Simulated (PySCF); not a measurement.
Energy of K⁻ (potassium, charge -1) between two integer charges

The 4s beta orbital of [Ar] 4s2 is emptied in steps (occupation f), with all orbitals relaxed, ending at [Ar] 4s1. Computed with PySCF 2.14 in def2-TZVPPD, with no relativity, point nucleus. The exact energy is a straight line in f; departures are measured from the line between the end points of the same method.

```tsv
f	UHF (eV)	LDA (eV)	PBE (eV)	PBE0 (eV)	r2SCAN (eV)	LC-wPBE (eV)	BHandHLYP (eV)	HSE06 (eV)
1	0.000	0.000	0.000	0.000	0.000	0.000	0.000	0.000
0.9	0.018	-0.131	-0.126	-0.088	-0.110	0.016	-0.066	-0.116
0.7	0.038	-0.308	-0.296	-0.205	-0.255	0.037	-0.156	-0.270
0.5	0.040	-0.371	-0.356	-0.243	-0.301	0.046	-0.189	-0.321
0.3	0.031	-0.316	-0.301	-0.203	-0.253	0.041	-0.161	-0.268
0.1	0.012	-0.137	-0.126	-0.083	-0.115	0.020	-0.070	-0.110
0	0.000	0.000	0.000	0.000	0.000	0.000	0.000	0.000
```

```
   method  E(f=0) − E(f=1) (eV)  −ε at f=1 (eV)  −ε at f=0.5 (eV)
      UHF                -0.184           0.032            -0.205
      LDA                 0.518          -0.929             0.497
      PBE                 0.466          -0.924             0.450
     PBE0                 0.440          -0.538             0.444
   r2SCAN                 0.360          -0.869             0.372
  LC-wPBE                 0.390           0.566             0.402
BHandHLYP                 0.327          -0.399             0.310
    HSE06                 0.440          -0.847             0.445
```

Orbital energy along the path (eV):

```
  f     UHF     LDA     PBE    PBE0  r2SCAN  LC-wPBE  BHandHLYP   HSE06
  1  -0.032   0.929   0.924   0.538   0.869   -0.566      0.399   0.847
0.9   0.032   0.652   0.656   0.341   0.617   -0.530      0.263   0.590
0.7   0.133   0.086   0.111  -0.052   0.113   -0.465     -0.017   0.073
0.5   0.205  -0.497  -0.450  -0.444  -0.372   -0.402     -0.310  -0.445
0.3   0.257  -1.098  -1.034  -0.839  -0.830   -0.328     -0.622  -0.963
0.1   0.296  -1.727  -1.648  -1.237  -1.297   -0.230     -0.952  -1.497
  0   0.311  -2.031  -1.506  -1.008  -1.580   -0.060     -1.029  -1.254
```

As f goes to zero the orbital energy of a semilocal functional can turn back, because the density of that orbital vanishes from the exchange-correlation potential.

At f = 1 the orbital energy is positive for LDA, PBE, PBE0, r2SCAN, BHandHLYP, HSE06: only the finite basis holds the electron.

Reference removal energy between the ground levels: 0.501 eV (measured; photodetachment measurements, as compiled on the Wikipedia data page of electron affinities). UHF lacks correlation.
